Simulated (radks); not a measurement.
Trend from Co+ to Ir+: ionisation energy by Delta-SCF between NIST ground configurations, and size. All-electron calculation, Dirac Kohn-Sham, PBE, spin-unpolarised, spherical densities, finite nucleus; open shells are shared between the two j in proportion to 2j + 1; Fermi nuclear charge, rms radius of each element as measured or else 0.836 A^(1/3) + 0.57 fm. Program: a radial shooting solver on a logarithmic mesh with Libxc functionals.

species      configuration  configuration of the ion  IE (eV)  NIST (eV)       kind   -e(HOMO) (eV)  outermost  <r> outermost (bohr)  r at 0.001 e/bohr^3 (bohr)
Co+               [Ar] 3d8                  [Ar] 3d7   19.345     17.084       exp.  12.172 (3d5/2)      3d5/2                  1.14                        3.44
Rh+               [Kr] 4d8                  [Kr] 4d7   19.511     18.080  semi-emp.  13.424 (4d5/2)      4d5/2                  1.55                        3.75
Ir+      [Xe] 4f14 5d7 6s1             [Xe] 4f14 5d7   17.467       17.0  semi-emp.  13.563 (6s1/2)      6s1/2                  2.71                        4.10

Reference values: NIST Atomic Spectra Database (exp. = measured, semi-emp. = semi-empirical, theory = theoretical value adopted there). Spin polarisation and multiplet splitting are left out, so open shells lie too high by an amount that depends on their filling. Sharing an open shell by 2j + 1 raises it above the true ground level by a part of the spin-orbit splitting, which enters the differences from NIST.

Beside tabulated values, note that spin-unpolarised runs miss the spin-polarisation part of the exchange energy of open shells.
